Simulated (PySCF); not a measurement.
**Correlation energy of Ne²⁺ (neon, charge +2)**

[He] 2s2 2p4, high-spin 3P determinant. Calculation: PySCF 2.14, in cc-pVTZ (4s3p2d1f, 30 functions); no relativity, point nucleus. Frozen: 1s2; 6 electrons correlated.

MP2 pair energies summed by pair of shells (mhartree):

```json
{"pair": "2p-2p", "energy": "-67.60", "share (%)": "47.2"}
{"pair": "2s-2p", "energy": "-66.06", "share (%)": "46.1"}
{"pair": "2s-2s", "energy": "-9.67", "share (%)": "6.7"}
```

Total MP2 correlation energy: -143.33 mhartree.

Same-spin part -34.75 and opposite-spin part -108.58 mhartree; SCS-MP2 scales them by 1/3 and 6/5 to -141.88 mhartree.

```tsv
level	correlation energy (mhartree)
CCSD	-157.54
(T)	-1.47
CCSD(T)	-159.01
```

Diagnostics: T1 = 0.0028, D1 = 0.0060, largest double amplitude 0.026.

Cost of the coupled-cluster step: 0.31 s of wall time on 1 thread of Neoverse-V1 (shared host), for 6 correlated electrons.
